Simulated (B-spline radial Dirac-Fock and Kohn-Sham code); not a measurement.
## Elastic and transport cross sections of erbium for electrons

The computed values come from a radial B-spline solver: relativistic (Dirac) partial waves in the static field of the Dirac-Fock atom with Furness-McCarthy exchange, without polarisation or absorption potentials. Below a few hundred eV the neglected polarisation potential matters, most of all at small angles. σ_tr1 and σ_tr2 weight the cross section with 1 − P₁ and 1 − P₂ of cos θ; "backward" is the share scattered beyond 90°.

```tsv
energy (eV)	σ (a₀²)	σ_tr1 (a₀²)	σ_tr2 (a₀²)	σ/σ_tr1	backward (%)
169	26.7	3.50	4.97	7.63	4.2
200	24.2	3.70	5.28	6.53	5.2
251	21.3	4.00	5.58	5.32	6.8
280	?	?	?	?	?
300	19.3	4.15	5.54	4.66	8.2
403	16.6	4.11	4.84	4.04	10
484	15.1	3.90	4.18	3.88	11
500	14.9	3.85	4.06	3.87	11
590	13.7	3.56	3.44	3.86	11
723	12.4	3.13	2.78	3.98	11
950	10.9	2.52	2.11	4.32	11
1000	10.6	2.40	2.01	4.41	10
1270	9.38	1.91	1.64	4.91	9.2
1430	8.82	1.69	1.49	5.23	8.5
1470	8.69	1.64	1.45	5.31	8.3
1500	8.60	1.60	1.43	5.37	8.2
1540	8.49	1.56	1.40	5.45	8.0
2000	7.40	1.16	1.14	6.39	6.4
```

Q: Fill in the row for 280 eV.

A: σ = 20.1 a₀², σ_tr1 = 4.10 a₀², σ_tr2 = 5.59 a₀², σ/σ_tr1 = 4.89, backward 7.6 %. The ratio σ/σ_tr1 is roughly the number of elastic collisions that randomise the direction.
